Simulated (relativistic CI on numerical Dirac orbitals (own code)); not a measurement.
Electric-dipole lines of Pb61+

Method of calculation: Dirac-Coulomb-Breit CI, separate exchange-only KLI orbitals for each configuration, model QED (radiative potential, 1s self-energy scaled to tabulated hydrogen-like ionisation energies), unscaled Slater integrals (own radial code, finite nucleus).

Configurations in the expansion (outside the closed core [Ne]): 3s²3p⁶3d³, 3s²3p⁵3d⁴, 3s3p⁶3d⁴, 3s²3p⁶3d²4s, 3s²3p⁶3d²4p, 3s²3p⁶3d²4d, 3s²3p⁵3d³4s, 3s²3p⁶3d²4f, 3s²3p⁵3d³4p, 3s3p⁶3d³4s, 3p⁶3d⁴4p, 3s²3p⁶3d4s4p, 3s3p⁶3d³4p, 3s²3p⁶3d²5s, 3s²3p⁶3d²5p, 3s²3p⁶3d4p4d, 3s²3p⁶3d²5d, 3s²3p⁶3d²5f, 3s²3p⁶3d²5g, 3s3p⁶3d²4s4p, 3s²3p⁶3d²6s, 3p⁶3d⁵, 3p⁵3d⁶, 3p⁵3d⁵4s, 3p⁶3d⁴4s, 3p⁵3d⁴4s², 3s²3p⁶3d4s², 3s²3p⁶4s²4p, 3s²3p⁶4s²4d, 3s²3p⁶3d4s4d, 3s²3p⁶4s4p4d, 3s²3p⁶4s4d², 3s²3p⁵3d4s²4d, 3s²3p⁶3d4p², 3s²3p⁶4s4p², 3s²3p⁶4p³, 3s²3p⁶4p²4d, 3s²3p⁵3d4s4p², 3s²3p⁶3d4d², 3s²3p⁶4p4d², 3s²3p⁶4d³, 3s²3p⁵3d4s4d², 3s3p⁶3d²4s², 3s3p⁶3d4s²4p, 3s3p⁶3d4s²4d. Double excitations out of closed p, d and f shells are left out; levels of such configurations are missing from the list, as are those of other unlisted configurations, and high levels can miss mixing partners. These lack a partner that the ground configuration has and come out too high: 3s²3p⁵3d³4p.

| λ vac (nm) | Lower | Upper | A (s⁻¹) | log gf | S velocity/length |
| --- | --- | --- | --- | --- | --- |
| 0.42489 | 3s²3p⁶3d³ ²D3/2 [1] | 3s²3p⁵3d³4s ²F°5/2 [341] | 4.69e+13 | -0.12 | 0.97 |
| 0.42623 | 3s²3p⁶3d³ ²H9/2 [4] | 3s²3p⁵3d³4s ²H°11/2 [397] | 3.24e+13 | 0.02 | 0.98 |
| 1.3082 | 3s²3p⁶3d³ ²G7/2 [5] | 3s²3p⁵3d⁴ ²D°5/2 [145] | 6.78e+12 | 0.02 | 0.82 |
| 1.3176 | 3s²3p⁶3d³ ²H9/2 [4] | 3s²3p⁵3d⁴ ²F°7/2 [144] | 1.06e+13 | 0.34 | 0.82 |
| 1.3293 | 3s²3p⁶3d³ ²H11/2 [12] | 3s²3p⁵3d⁴ ²G°9/2 [166] | 9.12e+12 | 0.38 | 0.82 |
| 1.3417 | 3s²3p⁶3d³ ²D3/2 [1] | 3s²3p⁵3d⁴ ⁴D°1/2 [137] | 1.41e+13 | -0.12 | 0.82 |
| 1.3441 | 3s²3p⁶3d³ ²H11/2 [12] | 3s²3p⁵3d⁴ ²H°11/2 [162] | 9.78e+12 | 0.50 | 0.82 |
| 1.3516 | 3s²3p⁶3d³ ²D5/2 [7] | 3s²3p⁵3d⁴ ²D°5/2 [145] | 7.25e+12 | 0.08 | 0.82 |
| 1.3541 | 3s²3p⁶3d³ ²G9/2 [18] | 3s²3p⁵3d⁴ ²H°11/2 [188] | 6.85e+12 | 0.35 | 0.83 |
| 1.3766 | 3s²3p⁶3d³ ²H9/2 [4] | 3s²3p⁵3d⁴ ²H°9/2 [140] | 5.45e+12 | 0.19 | 0.82 |
| 2.4339 | 3s²3p⁶3d³ ²H11/2 [12] | 3s²3p⁵3d⁴ ²G°9/2 [121] | 2.28e+12 | 0.31 | 0.70 |
| 2.4342 | 3s²3p⁶3d³ ⁴F5/2 [2] | 3s²3p⁵3d⁴ ⁴F°5/2 [73] | 1.58e+12 | -0.08 | 0.71 |
| 2.4441 | 3s²3p⁶3d³ ²D3/2 [1] | 3s²3p⁵3d⁴ ²D°3/2 [35] | 2.45e+12 | -0.06 | 0.70 |
| 2.4665 | 3s²3p⁶3d³ ²H9/2 [4] | 3s²3p⁵3d⁴ ²H°9/2 [76] | 2.15e+12 | 0.29 | 0.71 |
| 2.4671 | 3s²3p⁶3d³ ²G7/2 [5] | 3s²3p⁵3d⁴ ²F°5/2 [77] | 1.72e+12 | -0.03 | 0.70 |
| 2.4725 | 3s²3p⁶3d³ ²D5/2 [7] | 3s²3p⁵3d⁴ ²D°5/2 [83] | 2.09e+12 | 0.06 | 0.71 |
| 2.4767 | 3s²3p⁶3d³ ²G7/2 [5] | 3s²3p⁵3d⁴ ²G°7/2 [75] | 1.93e+12 | 0.15 | 0.71 |
| 2.4896 | 3s²3p⁶3d³ ²D3/2 [1] | 3s²3p⁵3d⁴ ²F°5/2 [34] | 2.08e+12 | 0.06 | 0.71 |
| 2.5074 | 3s²3p⁶3d³ ⁴F9/2 [9] | 3s²3p⁵3d⁴ ²H°9/2 [109] | 1.70e+12 | 0.20 | 0.70 |
| 2.5291 | 3s²3p⁶3d³ ²H11/2 [12] | 3s²3p⁵3d⁴ ²H°11/2 [113] | 1.65e+12 | 0.28 | 0.70 |

Terms are leading LS components. Brackets give the number of a level in order of energy, since labels repeat. The list gives strong lines, with weight on those to low levels, among the lowest 400 of 4747 levels, so that lines to higher ones, which can be the strongest, are missing. Levels whose partners in the same complex of configurations lie outside the list can be far off, and so can their lines. Rates are taken at the computed energies, electric ones in the length gauge. A velocity-to-length ratio far from 1 marks an uncertain rate.

At this charge energies of transitions that change n are usually good to better than 1 %, and those within a shell (Δn = 0) to a few per cent.

LS names give the leading component of a level, which can be under half, so a name can repeat, a term be missing and a line seem to break the LS rules.
